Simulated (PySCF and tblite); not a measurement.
Results of a calculation; reference values are marked as such.
C₇H₁₂, numbered as in [CH3:1][C@H:2]1[C@@H:3]2[CH2:4][CH2:5][CH2:6][C@H:7]12.

Free energies: PBE0-D3(BJ)/def2-SVP (IEF-PCM, cyclohexane) on GFN2-xTB structures plus GFN2-xTB thermal terms, symmetry and mirror images included. Conformers within 2.5 kcal/mol (GFN2-xTB free energy) were kept, 4 at most. Of two unlike H on one atom, a is the less shielded (mPW1PW91/pcSseg-1 (IEF-PCM, cyclohexane)). (PySCF 2.14, tblite 0.8.)

An NOE distance is ⟨r⁻⁶⟩^(−1/6) over all pairs of like atoms and, for the average, over conformers.

The 5-ring runs over atoms 3–4–5–6–7.

```
conformer                                                 shape  weight %
        1  5-ring envelope (ring torsions -27, 27, -17, 0, 17°)      99.6
        2  5-ring envelope (ring torsions 28, -28, 18, 0, -18°)       0.4
```

Q: Which H–H contacts under 3.5 Å would NOEs report (pairs on one atom left out) at 298.15 K?

A: 
| pair | in 1 (Å) | in 2 (Å) | average (Å) |
| --- | --- | --- | --- |
| H2 ··· H5b | 2.31 | 3.73 | 2.31 |
| H4b/H6b ··· H5b | 2.37 | 2.40 | 2.37 |
| H4a/H6a ··· H5a | 2.39 | 2.36 | 2.39 |
| H1 ··· H2 | 2.64 | 2.65 | 2.64 |
| H3/H7 ··· H4a/H6a | 2.74 | 2.71 | 2.74 |
| H4b/H6b ··· H5a | 2.74 | 3.03 | 2.74 |
| H2 ··· H4b/H6b | 2.89 | 2.43 | 2.89 |
| H1 ··· H3/H7 | 2.91 | 2.92 | 2.91 |
| H4a/H6a ··· H5b | 3.03 | 2.74 | 3.03 |
| H3/H7 ··· H4b/H6b | 3.03 | 3.22 | 3.04 |
| H2 ··· H3/H7 | 3.10 | 3.09 | 3.10 |

Longer pairs under the limit may be missing.

Q: In a model where alignment follows shape alone (order matrix 0.0005 × (3G/tr G − 1)/2, G the second moments of the atom positions; splitting J + 2D), what are the one-bond C–H dipolar couplings D?

A: H1 1.6 Hz (1.6 in conformer 1), H2 2.6 Hz (2.6 in conformer 1), H3/H7 1.1 Hz (1.1 in conformer 1), H4a/H6a 0.8 Hz (0.8 in conformer 1), H4b/H6b 2.3 Hz (2.3 in conformer 1), H5b 3.0 Hz (3.0 in conformer 1), H5a -4.9 Hz (-5.0 in conformer 1).
